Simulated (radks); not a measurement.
Question: The mean radii <r> (bohr) of the occupied orbitals of an atom or ion are listed with their occupations. All-electron calculation, scalar-relativistic Kohn-Sham, PBE, spin-polarised, spherical densities, finite nucleus; Fermi nuclear charge, rms radius of each element as measured or else 0.836 A^(1/3) + 0.57 fm. Program: a radial shooting solver on a logarithmic mesh with Libxc functionals.

orbital  occ.      <r>
1s up       1  0.04860
1s down     1  0.04860
2s down     1   0.2178
2s up       1   0.2178
2p up       3   0.1907
2p down     3   0.1907
3s up       1   0.6518
3s down     1   0.6518
3p up       3   0.6792
3p down     3   0.6790
3d up       5   0.8125
3d down     5   0.8086
4s up       1    2.350
4s down     1    2.334
4p up       1    3.379

Name the element and its charge. Open shells, if any, are filled with parallel spins first.

Answer: Z = 31, gallium, charge 0: Ga in [Ar] 3d10 4s2 4p1. The 1s radius gives Z: for a bare nucleus <r> = (2 gamma + 1)/(2Z) with gamma = sqrt(1 - (Z/c)^2), 0.04755 bohr for Z = 31, and screening makes it slightly larger (0.04860 here). The occupations add up to 31, and the charge is Z minus that.
